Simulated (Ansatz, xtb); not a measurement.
**Relative energy of two isomers of C3H6BrCl**

We compare a, `C[C@@H](Br)CCl`, a singlet, with b, `CC(C)(Cl)Br`, a singlet. Both are isolated molecules in the gas phase, relaxed with B3LYP-D3(BJ)/def2-SVP; each stands in its lowest conformer found.

Energies in hartree; the thermal terms are from GFN2-xTB frequencies at re-optimised GFN2-xTB minima (ideal gas, soft modes damped towards free rotors, one conformer each, 298.15 K, 1 atm) and include the zero-point energy:

|  | a | b |
| --- | --- | --- |
| E, CCSD(T)/def2-SVP | −3149.340172 | −3149.340477 |
| E, MP2/def2-SVP | −3149.267427 | −3149.269081 |
| E, MP2/def2-TZVPP | −3150.066775 | −3150.067162 |
| zero-point energy | 0.083187 | 0.082409 |
| H(298 K) − E | 0.090648 | 0.090073 |
| G(298 K) − E | 0.051122 | 0.050913 |

Task: Correct the CCSD(T) difference for the basis set by the MP2 change, then work out ΔE, ΔE₀, ΔH and ΔG for a → b in kJ/mol (1 Eh = 2625.50 kJ/mol) and the equilibrium ratio [b]/[a].

Result: 1. Differences b − a: CCSD(T) −0.000305, MP2 in the small set −0.001654, MP2 in the large set −0.000387 Eh.
2. ΔE = −0.000305 + (−0.000387 − (−0.001654)) = +0.000962 Eh = +2.53 kJ/mol.
3. ΔE₀ = ΔE + ΔZPE = +0.000962 + (−0.000778) Eh = +0.48 kJ/mol.
4. ΔH = ΔE + (−0.000575) Eh = +1.02 kJ/mol.
5. ΔG = ΔE + (−0.000209) Eh = +1.98 kJ/mol, so ΔS = (ΔH − ΔG)/T = −3.2 J/(mol K).
6. kT = 0.9442 mEh, so K = [b]/[a] = exp(−ΔG/kT) = exp(−0.80) ≈ 0.45.

The two are too close for this level to say which is favoured. An error of 4 kJ/mol in ΔG would change K by a factor of 5. Mirror images and further conformers aren't counted.

As drawn, both hold the same kinds of bond in the same numbers. Structure a has 1 methyl group, b 2.

Other levels gave ΔE = −8.1 (GFN2-xTB); +5.3 (HF/STO-3G, GFN2-xTB geometries); −1.4 (r2SCAN-D4/def2-SVP, GFN2-xTB geometries); +2.9 (B3LYP-D3(BJ)/def2-SVP); +13.9 (HF/def2-SVP); −4.3 (MP2/def2-SVP); −0.8 (CCSD(T)/def2-SVP) kJ/mol. The correlated steps freeze 17 core orbitals; the filled d shell of Br is correlated, in a basis made for valence electrons. Programs: Ansatz 0.2.0, xtb 6.7.1.
